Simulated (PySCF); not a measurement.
Precursor series Hf Cl-OH. Gas-phase values, no solvent. One relaxed conformer stands for each flexible species; it need not be the lowest.

Computed with B3LYP-D3(BJ)/def2-TZVP // BP86-D3(BJ)/def2-SVP run with PySCF 2.14.0. All candidates: neutral, multiplicity 1. B3LYP has the VWN-RPA correlation part, as in Gaussian. 

```json
{
  "HOMO": "-8.28 eV",
  "HOMO–LUMO gap": "7.81 eV",
  "LUMO": "-0.46 eV"
}
```

### Question
Name which member has these values.
A) [Hf(Cl)4]
B) [Hf(Cl)2(OH)2]
C) [Hf(Cl)(OH)3]
D) [Hf(Cl)3(OH)]

### Answer
C, [Hf(Cl)(OH)3]. The others give [Hf(Cl)4]: -9.42 eV, 6.96 eV, -2.45 eV; [Hf(Cl)2(OH)2]: -8.64 eV, 7.58 eV, -1.06 eV; [Hf(Cl)3(OH)]: -9.01 eV, 7.26 eV, -1.75 eV
